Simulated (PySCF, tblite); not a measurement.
C5H12Si.
Atom-mapped SMILES: `[CH2:1]=[CH:2][Si:3]([CH3:4])([CH3:5])[CH3:6]` (hydrogens: H7, H8 on C1; H9 on C2; H10, H11, H12 on C4; H13, H14, H15 on C5; H16, H17, H18 on C6)

The geometry is computed with GFN2-xTB (gas phase).

Task: What internal coordinates does the optimisation give?

Result: 
| bond | length (Å) |
| --- | --- |
| C1=C2 | 1.324 |
| C2–Si3 | 1.895 |
| Si3–C4, Si3–C5, Si3–C6 | 1.909 |
| C1–H7 | 1.080 |
| C1–H8 | 1.078 |
| C2–H9 | 1.084 |
| C4–H10 and 8 like bonds | 1.086 |

Bonds in one row agree within 0.01 Å and their mean is given. A selection of angles:
| angle | degrees |
| --- | --- |
| C2–C1–H7 | 122.8 |
| C2–C1–H8 | 121.6 |
| H7–C1–H8 | 115.6 |
| C1–C2–Si3 | 125.4 |
| C1–C2–H9 | 117.8 |
| Si3–C2–H9 | 116.8 |
| C2–Si3–C4 | 108.6 |
| C2–Si3–C5 | 110.9 |
| C4–Si3–C5 | 109.4 |
| Si3–C4–H10 | 111.4 |
| H10–C4–H11 | 107.6 |

Torsions: C1–C2–Si3–C4 -103° (anticlinal). The mirror-image conformer, all signs reversed, is as good.

Of the pairs four or more bonds apart, C5···H8 is among the closest relative to their van der Waals radii: 2.99 Å, 103 % of the sum of Bondi's values. Si3 (four-coordinate silicon) is tetrahedral (angles from 108.5° to 110.9°).

Point group: C1 (no symmetry element, even within 0.4 Å). Its GFN2-xTB frequencies are all real (lowest 24 cm⁻¹). 2 starts were optimised and ended at 0.00 and 0.22 kcal/mol (GFN2-xTB); the lowest of these is shown.
